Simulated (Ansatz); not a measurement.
A set of 12 reactions (ligand exchange), with CCSD(T)/CBS values in kJ/mol:

```tsv
reaction	ΔE
`OB(O)[TeH]` + CH₃OH → `COB(O)O` + H₂Te	-92.2
`O[SiH2][SiH2][SnH3]` + HCl → `Cl[SiH2][SnH3]` + `O[SiH3]`	-83.3
`[SiH3][BH][GeH2][Cl]` + `FCS` → `FCS[SiH3]` + `[BH2][GeH2][Cl]`	-61.5
`C[SiH](Br)Br` + NH₃ → `C[SiH](N)Br` + HBr	37.1
`O=[CH][GeH2][AlH2]` + `[OH][GaH2]` → `[AlH2][O][GaH2]` + `O=[CH][GeH3]`	-119.8
`OB[NH][AlH2]` + `O[SiH](O)[SiH3]` → `O[SiH]([SiH3])[O][AlH2]` + `NBO`	-76.4
`[NH2][In]([F])[SH]` + `CNC` → `C[N](C)[In]([F])[SH]` + NH₃	-1.5
`[CH3][SnH2][SiH2]N` + `SS` → `N[SiH2]SS` + `[CH3][SnH3]`	-53.8
`N[CH2][GaH][SiH3]` + `[SiH3]S` → `[SiH3][S][GaH][SiH3]` + CH₃NH₂	-134.9
`[CH3][SnH2][SiH2]O` + `O[Si](F)(Cl)Cl` → `O[SiH2]O[Si](F)(Cl)Cl` + `[CH3][SnH3]`	-113.9
`N[SiH2]OCO` + CH₃NH₂ → `CN[SiH2]N` + `OCO`	40.1
`CBO[SiH2]F` + H–F → `CBF` + `O[SiH2]F`	-9.2
```

Computed with Ansatz on PBE0-D4/def2-TZVP structures; ΔE is electronic, products minus reactants. CCSD(T)/CBS adds triple-zeta CCSD(T) − MP2 to the extrapolated MP2 energy (def2 sets, frozen cores). This one scheme is used for every species. DFT in def2-TZVPP. Elements past krypton have def2 core potentials. For Br, Ga, Ge, In, Sn, Te outer-core shells are correlated without core-valence functions, which leaves a few kJ/mol of doubt a bond. Scalar relativity is left out up to krypton. Each species was taken in one conformer, which may not be the lowest.

Problem. Give the mean, mean absolute and largest difference (level minus CCSD(T)/CBS, kJ/mol) for: PBE-D4, ωB97X-V, ωB97M-V, PBE, PBE0, MP2/def2-TZVPP, SCS-MP2/def2-TZVPP, CCSD/def2-TZVPP, CCSD(T)/def2-TZVPP, HF/def2-QZVPP, MP2/def2-QZVPP, SCS-MP2/def2-QZVPP, MP2/CBS(def2), CCSD/CBS(def2). (An estimate is asked.)

Solution. Computed: 
```tsv
level	mean	mean absolute	largest
PBE-D4	6.8	8.8	21.2
ωB97X-V	-1.8	3.6	-8.2
ωB97M-V	-2.6	4.4	-7.7
PBE	6.9	9.7	22.8
PBE0	3.5	5.7	13.3
MP2/def2-TZVPP	-3.5	3.8	-10.2
SCS-MP2/def2-TZVPP	-4.9	5.6	-14.2
CCSD/def2-TZVPP	-2.7	4.5	-10.9
CCSD(T)/def2-TZVPP	-1.5	3.1	-6.5
HF/def2-QZVPP	-12.1	16.2	-31.1
MP2/def2-QZVPP	-2.7	4.3	-8.8
SCS-MP2/def2-QZVPP	-4.4	4.8	-12.9
MP2/CBS(def2)	-1.9	4.5	-10.0
CCSD/CBS(def2)	-1.2	2.1	-4.4
```

The largest T1 diagnostic in the set is 0.015, for `[NH2][In]([F])[SH]` (customary mark 0.02).

CCSD(T)/CBS is a level of theory with its own doubt, and the functionals carry their triple-zeta basis error, so these figures describe this set and don't rank the functionals.
